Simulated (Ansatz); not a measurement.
`[O]=[Mo]([OH])([Cl])([Cl])[Cl]`, 7 atoms. Total charge 0; spin multiplicity 1. Correlated methods include outer-core shells of Mo, which these sets cover unevenly. Mo: def2 effective core potential. All runs use 4 threads of an Arm Neoverse V1 on a shared host. Correlated methods freeze the cores.

(1) Give the basis size and wall time and peak host memory of each of these runs in Ansatz. RKS PBE0-D4/def2-TZVP frequencies; direct RPA on PBE orbitals/def2-TZVPP energy; RKS PBE0-D4/def2-QZVPP energy; RHF-CCSD(T)/def2-TZVPP energy; RKS ωB97M-V/def2-SVP energy; RKS PBE0-D4/def2-TZVP relaxation (34 steps); RKS PBE0-D4/def2-SVP energy; RHF-MP2/def2-QZVPP energy; RKS BHLYP-D4/def2-TZVPP energy; RKS PBE-D4/def2-TZVPP energy and forces; RKS B2PLYP (frozen core)/def2-TZVPP energy; RHF-CCSD(T)/def2-SVP energy. (Best estimate.)

## Answers

(1) Computed: Other jobs shared the machine, so times are rough.

```
                                level                    job  functions  wall time  peak host memory (GiB)
                 RKS PBE0-D4/def2-SVP                 energy        118        2 s                    0.53
                RKS PBE-D4/def2-TZVPP      energy and forces        258      3.9 s                    0.42
              RKS BHLYP-D4/def2-TZVPP                 energy        258      6.5 s                    0.95
                 RKS ωB97M-V/def2-SVP                 energy        118      9.5 s                    0.53
direct RPA on PBE orbitals/def2-TZVPP                 energy        258      9.5 s                    0.72
  RKS B2PLYP (frozen core)/def2-TZVPP                 energy        258       10 s                    0.89
               RKS PBE0-D4/def2-QZVPP                 energy        435       13 s                     2.1
                 RHF-CCSD(T)/def2-SVP                 energy        118       17 s                    0.68
                   RHF-MP2/def2-QZVPP                 energy        435       29 s                     2.5
                RKS PBE0-D4/def2-TZVP            frequencies        219    2.9 min                    0.76
                RKS PBE0-D4/def2-TZVP  relaxation (34 steps)        219    3.2 min                    0.75
               RHF-CCSD(T)/def2-TZVPP                 energy        258    7.6 min                     6.6
```
